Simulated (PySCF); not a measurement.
**C₆ coefficients of unlike pairs at PBE0**

Calculated with PySCF 2.14 from the dipole response of each species, C₆(A,B) = (3/π) ∫ α_A(iu) α_B(iu) du, in atomic units, from isotropic polarisabilities. For ions this is the dispersion term alone; charge-induced terms of lower order in 1/R come first.

| species | configuration | basis | relativity | α (bohr³) | C₆ (like pair) |
| --- | --- | --- | --- | --- | --- |
| Cl²⁺ | [Ne] 3s2 3p3 (4S) | aug-cc-pV(D+d)Z (5s4p3d) | none | 5.889 | 21.06 |
| Al³⁺ | [Ne] (1S) | dyall-av2z (13s9p2d) | none | 0.07830 | 0.01817 |
| P²⁺ | [Ne] 3s2 3p1 (2P) | aug-cc-pVQZ-DK (7s6p4d3f2g) | spin-free X2C | 9.188 | 33.11 |
| C²⁺ | [He] 2s2 (1S) | aug-cc-pVDZ (4s3p2d) | none | 4.322 | 6.662 |

(1) Estimate C₆ for C²⁺ with Cl²⁺.

No spin-orbit coupling is included.

The other pairs:

```json
{"pair": "Al³⁺, Cl²⁺", "C₆": "0.4738"}
{"pair": "C²⁺, Al³⁺", "C₆": "0.2225"}
{"pair": "C²⁺, P²⁺", "C₆": "14.84"}
{"pair": "P²⁺, Al³⁺", "C₆": "0.5135"}
{"pair": "P²⁺, Cl²⁺", "C₆": "25.81"}
```

Results:

(1) The integral gives 11.47. The combination rule 2 C_A C_B / (C_A α_B/α_A + C_B α_A/α_B) gives 11.44 and the geometric mean 11.84.
